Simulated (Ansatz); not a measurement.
`[OH][Al]([F])[CH2][SiH3]` + `[SiH3][SnH3]` → `[SiH3][SiH2][SnH3]` + `[CH3][Al]([OH])[F]`  (formal exchange of groups at the Si–C bond)

Computed with Ansatz on PBE0-D4/def2-TZVP structures; ΔE is electronic, products minus reactants. CCSD(T)/CBS is the MP2 limit (def2-TZVPP, def2-QZVPP) plus CCSD(T) − MP2 in def2-TZVPP, frozen cores. DFT in def2-TZVPP. B3LYP here is the variant with VWN-RPA as its local correlation; programs differ in this. Elements past krypton have def2 core potentials. For Sn outer-core shells are correlated without core-valence functions, which leaves a few kJ/mol of doubt a bond. One conformer a species, not always the lowest.

Is it downhill or uphill in electronic energy at CCSD(T)/CBS, and by how much? (An estimate is asked.)

Computed: Nearly level: ΔE = -2.5 kJ/mol.

What do these levels give: PBE-D4, r2SCAN-D4, ωB97X-V, B2PLYP, PBE0, B3LYP, HF/def2-TZVPP, MP2/def2-TZVPP, CCSD(T)/def2-TZVPP, HF/def2-QZVPP, MP2/CBS(def2), CCSD/CBS(def2)? (Best estimate.)

The calculation gave: PBE-D4 -14.7, r2SCAN-D4 -6.2, ωB97X-V -2.2, B2PLYP -0.9, PBE0 -9.9, B3LYP -3.9, HF/def2-TZVPP 7.6, MP2/def2-TZVPP 3.4, CCSD(T)/def2-TZVPP -0.9, HF/def2-QZVPP 8.2, MP2/CBS(def2) 1.7, CCSD/CBS(def2) -1.3 kJ/mol.

Largest T1 diagnostic among the species: 0.014.

In def2-TZVPP, CCSD(T) changes the Hartree–Fock value by −8.5 kJ/mol (the triples alone add −1.2 kJ/mol) and MP2 by −4.2 kJ/mol. From PBE to PBE0 (25 % exact exchange), in def2-TZVPP and without D4, ΔE moves by +4.0 kJ/mol.
